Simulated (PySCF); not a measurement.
Species: C₇H₈N (doublet state).
Bonds: C1–C2 (triple), C2–C3, C3–C4, C4–C5 (double), C5–C6, C6–N7, N7–C8, C3–N7. Hydrogens: H9 on C1; H10 on C4; H11 on C5; H12, H13 on C6; H14, H15, H16 on C8.

Identity: `[C]1(C=CCN1C)C#C` [radical].

Method: UKS B3LYP, pcH-1 on C H N, non-relativistic, mean-field spin-orbit, GIAO in PySCF 2.14.0. Geometry: GFN2-xTB; no solvent, vibrations or thermal averaging. Couplings are sensitive to structure, and on GFN2-xTB geometries they can be far from those on DFT ones. No stability test was run, so a lower SCF solution isn't excluded.

Principal values of hyperfine tensors in MHz (contact and dipolar terms together), for some of the nuclei:

| atom | isotope | A1 | A2 | A3 |
| --- | --- | --- | --- | --- |
| H12 | 1H | 112.44 | 114.72 | 117.86 |
| H13 | 1H | 102.87 | 105.16 | 108.99 |
| C5 | 13C | 2.39 | 4.45 | 94.31 |
| C4 | 13C | -50.07 | -22.53 | -21.34 |
| C3 | 13C | -4.72 | -3.52 | 100.94 |
| C6 | 13C | -27.56 | -26.32 | -25.18 |
| H11 | 1H | -41.42 | -26.55 | -10.42 |
| C1 | 13C | 0.44 | 6.17 | 70.39 |

Task: Give the isotropic coupling of each nucleus in MHz and in mT (g = 2.0028), and the anisotropic part.

Result: a_iso is a third of the trace, T = A − a_iso, and a(mT) = a(MHz)/(g × 13.996).

```csv
atom,a_iso (MHz),a_iso (mT),T1,T2,T3
H12,115.01,4.103,-2.57,-0.29,2.86
H13,105.67,3.770,-2.81,-0.51,3.32
C5,33.71,1.203,-31.33,-29.27,60.59
C4,-31.31,-1.117,-18.76,8.79,9.97
C3,30.90,1.102,-35.62,-34.42,70.04
C6,-26.35,-0.940,-1.21,0.04,1.17
H11,-26.13,-0.932,-15.29,-0.42,15.71
C1,25.67,0.916,-25.23,-19.49,44.72
```

Task: What spin density at the nucleus of C3 lies behind its contact coupling (g_N = 1.40482)?

Result: a_FC = 800.24 MHz bohr³ × g_N × ρ(0)/(2S). With a_FC = 30.90 MHz and 2S = 1, ρ(0) = 0.02749 bohr⁻³.

Task: C2 (13C, g_N = 1.40482) isn't in the table. Its spin density at the nucleus is -0.03476 bohr⁻³. What is its contact coupling?

Result: By the same relation, a_FC = -39.1 MHz. Its full tensor has the principal values -50.47, -40.13, -26.62 MHz.

Task: Name the largest traceless tensor T of the table and describe it.

Result: C3: -35.6, -34.4, 70.0 MHz, axial, in the ratio −1:−1:+2, the form that spin in one p orbital centred on that nucleus gives.

Task: In a single crystal, with the field along each principal axis of the tensor of C5 in turn, what first-order splitting does this nucleus give (isotropic g, quadrupole terms neglected)?

Result: 2 lines (I = 1/2), spaced by |A_i|/(g × 13.996): 0.09, 0.16, 3.36 mT along the axes of A1, A2 and A3.
